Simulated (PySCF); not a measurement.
# Excitation energy of Nb by level of theory

Nb [Kr] 4d4 5s1 (6D) → Nb [Kr] 4d4 5p1 (high-spin determinant), as a difference of total energies. Computed with PySCF 2.14 in x2c-TZVPPall (8s6p6d2f1g, 79 functions), with scalar relativity by spin-free X2C-1e. Correlated levels: valence and next inner shell: [Ar] 3d10 frozen. The calculations carry no spin-orbit coupling.

```
                                method  excitation energy (eV)
                                   UHF                   2.696
    MP2 (valence and next inner shell)                   3.098
SCS-MP2 (valence and next inner shell)                   2.938
   CCSD (valence and next inner shell)                   2.997
CCSD(T) (valence and next inner shell)                   2.995
```

**Question.** How much does correlation contribute at CCSD(T) (valence and next inner shell)?

**Answer.** 2.995 − (2.696) = 0.299 eV, measured against UHF.

The basis was made for the ground configuration and has no added diffuse functions, so the excitation energy can come out too high.

The determinant of the upper state mixes LS terms, which raises its energy above the lowest term, most at the Hartree-Fock and MP2 levels.
